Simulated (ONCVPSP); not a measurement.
**Sb: excitation energies, all-electron against ONCV**

ONCVPSP 4.0.1 input, shortened (lines: element, Z, core and valence counts, functional; n l f; lmax; l rc ep ncon nbas qcut; lloc lpopt rc5 dvloc0; l nproj debl; icmod fcfact rcfact), revPBE, scalar-relativistic:

```
  Sb 51.00    8    3  -102130      upf
    1    0    2.00
    2    0    2.00
    2    1    6.00
    3    0    2.00
    3    1    6.00
    3    2   10.00
    4    0    2.00
    4    1    6.00
    4    2   10.00
    5    0    2.00
    5    1    3.00
    2
    0    1.95    0.00    5    9    2.80
    1    2.00    0.00    4    7    4.30
    2    0.95    0.00    4    9    9.20
    4    5    0.80    2.00
    0    2    0.90
    1    2    2.40
    2    1    3.00
    3    2.00    1.15
```

Energies are relative to the spin-unpolarised reference configuration 4d10 5s2 5p3; without spin polarisation the order of configurations can differ from experiment.

```tsv
valence configuration	charge	ΔE all-electron (eV)	error AE − PS (meV)
4d10 5s2 5p1	+2	24.152	-9.0
4d10 5s2 5p0	+3	48.441	-13
4d9 5s2 5p3	+1	40.710	-215
```

Problem. What are ΔE and the potential's error for 4d10 5s2 5p2?

Solution. ΔE = 8.263 eV all-electron; the error (AE − PS) is -2.7 meV.

Note: ghosts flagged at negative energy: s at -340.2 eV, p at -108.4 eV; GHOST(+) flagged for s at 75.6 eV. A true bound ghost makes a file unfit for plane-wave use.
